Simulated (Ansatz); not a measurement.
`[CH3][Al]([CH3])[Te][Si](C)(C)C`. Total charge 0; spin multiplicity 1. Correlated methods freeze the filled d shell of Te. Te takes the def2 core potential.

```xyz
23

C    -3.153   -2.646    0.731
Al   -1.841   -1.228    0.450
C    -2.324    0.645    0.746
Te    0.447   -1.971   -0.329
Si    1.559    0.285   -0.446
C     1.708    1.024    1.267
C     0.612    1.427   -1.586
C     3.264   -0.044   -1.145
H    -2.816   -3.617    0.359
H    -3.368   -2.757    1.800
H    -4.103   -2.404    0.243
H    -3.056    0.724    1.556
H    -1.481    1.296    0.985
H    -2.803    1.049   -0.153
H     0.730    1.194    1.721
H     2.231    1.985    1.218
H     2.273    0.359    1.923
H     1.136    2.384   -1.677
H    -0.394    1.627   -1.210
H     0.522    0.989   -2.582
H     3.825    0.892   -1.223
H     3.202   -0.488   -2.141
H     3.828   -0.726   -0.505
```

**Question.** Give the diagnostics of a CCSD(T)/def2-TZVPP run (frozen core, Ansatz 0.2.0). (Best estimate.)

**Answer.** Ansatz gave: T1 = 0.0109, largest single amplitude 0.024, largest double 0.029, (T) share of the correlation energy 4.0 %, 9 CCSD cycles. The RHF solution is stable towards an unrestricted one. T1 lies under the customary mark of 0.02 for closed shells.
